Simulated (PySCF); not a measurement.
C₁₂H₈, SMILES c1ccc2c(c1)-c1ccccc1-2.

Geometry: B3LYP-D3(BJ)/def2-SVP.

Two levels are set side by side: PBE/def2-SVP (PySCF) and M06-2X/def2-SVP (PySCF). Same geometry, gas phase. Differences are taken from unrounded values.

```json
[
 {"quantity": "orbital gap (eV)", "M06-2X": "6.20"},
 {"quantity": "highest occupied level (eV)", "M06-2X": "-6.86"},
 {"quantity": "lowest empty level (eV)", "M06-2X": "-0.65"},
 {"quantity": "mean polarisability (bohr³)", "M06-2X": "128.1"}
]
```

Q: What does PBE give, and how far is it from M06-2X? (An estimate is asked for; the answer gives what the named calculation found.)

A: 
```json
[
 {"quantity": "orbital gap (eV)", "PBE": "2.78", "PBE minus M06-2X": "-3.43"},
 {"quantity": "highest occupied level (eV)", "PBE": "-5.02", "PBE minus M06-2X": "1.84"},
 {"quantity": "lowest empty level (eV)", "PBE": "-2.24", "PBE minus M06-2X": "-1.58"},
 {"quantity": "mean polarisability (bohr³)", "PBE": "134.5", "PBE minus M06-2X": "6.4"}
]
```

PBE's occupied levels lie high since its potential decays too fast outside the molecule; exact exchange lowers them and widens the gap. Loosely held outer electrons make PBE densities more polarisable. Differences between two approximate levels are no errors against the true value.

Rough cost on one machine, each run with all the roots and properties that it gave: M06-2X against PBE about 3 times.
